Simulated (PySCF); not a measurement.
Vertical excitations of a molecule C5H10 from TDDFT-LC-ωPBE/def2-SVPD (PySCF 2.14.0), as energy in eV (oscillator strength): 9.05 (0.002), 9.10 (0.072), 9.35 (0.006), 9.42 (0.024), 9.54 (0.000), 9.65 (0.011), 9.68 (0.038), 9.81 (0.006), 9.86 (0.037), 9.91 (0.003). Lowest triplet (TDA): 8.73 eV. Geometry optimised at PBE0-D3(BJ)/def2-SVP. One conformer was computed; it need not be the lowest.

Pick the molecule that these values belong to.
A) CCC1CC1
B) CC1CCC1
C) C/C=C/CC
D) C[C@H]1C[C@@H]1C

B, CC1CCC1
